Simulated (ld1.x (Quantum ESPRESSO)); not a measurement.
tantalum, TM: configuration errors across variants

```
Element                 : tantalum
Generator               : ld1.x (Quantum ESPRESSO) 7.5
Type                    : norm-conserving Troullier–Martins (Kleinman–Bylander form)
Functional              : LDA (PZ)
Relativity              : scalar-relativistic
Frozen core             : [Xe] 4f14
Valence charge          : 5
Reference configuration : 5d3 6s2 6p0
Partial waves           : 6p (bound, empty): rc 3.65 bohr; 5d (bound): rc 2.50 bohr; 6s (bound): rc 2.70 bohr
Local potential         : the s channel
Core correction         : none
```

All-electron excitation energies from the reference (eV): (1) 5d3 6s1 6p0 8.702; (2) 5d3 6s0 6p0 24.010; (3) 5d2 6s0 6p0 47.938; (4) 5d3.5 6s1.5 6p0 0.984; (5) 5d2 6s2 6p0 7.911; (6) 5d4 6s0 6p0 10.166; (7) 5d3 6s1.5 6p0 3.563; (8) 5d3 6s2 6p0 spin -1.047; (9) 5d3 6s1 6p0 spin 6.726.

Spin tests fill each open shell by Hund’s rule, majority spin first.

3 further variants failed, have other tests or another functional or relativity, and are left out.

A true bound ghost makes a file unfit for plane-wave use even where its test errors are small: the radial tests pick states by their node count and pass the ghost by.

Errors AE − PS in meV (a dash: test not solved or not reliable):

```csv
change,(1),(2),(3),(4),(5),(6),(7),(8),(9),bound ghosts
base,+6.6,+53,+120,-3.7,+0.8,+3.0,+0.6,+1315,+1917,none
wave 6s (bound): rc 2.70 bohr becomes 6s (bound): rc 2.06 bohr,+12,+74,+103,+2.7,+44,+52,+1.8,+1323,+1921,none
wave 5d (bound): rc 2.50 bohr becomes 5d (bound): rc 2.64 bohr,+6.7,+53,+120,-3.2,+3.0,+7.2,+0.7,+1313,+1916,none
"all radii scaled by about 1.15 (s 3.10, p 4.18, d 2.86 bohr)",+7.2,+48,+95,+0.1,+20,+31,+0.9,+1300,+1916,none
core correction a·sin(br)/r model core inside 3.06 bohr,0.0,+8.4,+2.4,-4.6,-5.7,-15,-0.7,+1171,+1605,none
"type ultrasoft; waves now 6s (bound): rcut 2.35, rcutus 2.70 bohr; 6s channel at 0.85 Ry: rcut 2.35, rcutus 2.70 bohr; 6p (bound): rcut 3.15, rcutus 3.65 bohr; 6p channel at 0.85 Ry: rcut 3.15, rcutus 3.65 bohr; 5d (bound): rcut 2.15, rcutus 2.50 bohr; 5d channel at 0.55 Ry: rcut 2.15, rcutus 2.50 bohr; local potential all-electron potential smoothed inside 2.40 bohr (lloc = -1); augmentation built from norm-conserving waves at rcut, not smoothed further",+7.3,+62,+173,-1.8,+4.4,+9.9,+0.7,+1310,+1919,none
```

Problem. Give the same row for: local potential the d channel.

Solution. +7.6, +63, +179, -2.7, +2.2, +5.8, +0.8, +1313, +1920; bound ghosts: s, p.
